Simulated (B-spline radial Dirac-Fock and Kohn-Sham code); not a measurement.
Characteristic X-ray lines: Ho¹⁵⁺

System: the Ho¹⁵⁺ ion, [Kr] 4d10 4f4 5s2 (tabulated as the ground configuration, which this calculation does not bear out).

Model: Dirac-Fock ΔSCF + Breit + QED. Program: a radial atomic solver. A line energy is the difference of two single-hole energies; the list is a selection of electric-dipole transitions between resolved j subshells. No correlation.

```
        line  energy (eV)  wavelength (Å)
 Kβ2' (K-N3)      55320.8         0.22412
Kβ2'' (K-N2)      55277.7         0.22429
  Kβ1 (K-M3)      53863.4         0.23018
  Kβ3 (K-M2)      53683.6         0.23095
  Kα1 (K-L3)      47541.8         0.26079
  Kα2 (K-L2)      46695.1         0.26552
 Lγ3 (L1-N3)       9109.4          1.3611
 Lγ2 (L1-N2)       9066.3          1.3675
 Lγ1 (L2-N4)       8769.8          1.4138
 Lγ5 (L2-N1)       8495.8          1.4594
 Lβ7 (L3-O1)       8114.9          1.5279
 Lβ2 (L3-N5)       7931.2          1.5632
Lβ15 (L3-N4)       7923.1          1.5649
 Lβ3 (L1-M3)       7651.9          1.6203
 Lβ6 (L3-N1)       7649.1          1.6209
 Lβ1 (L2-M4)       7523.5          1.6480
 Lβ4 (L1-M2)       7472.1          1.6593
  Lη (L2-M1)       6778.0          1.8292
 Lα1 (L3-M5)       6715.0          1.8464
 Lα2 (L3-M4)       6676.8          1.8569
```
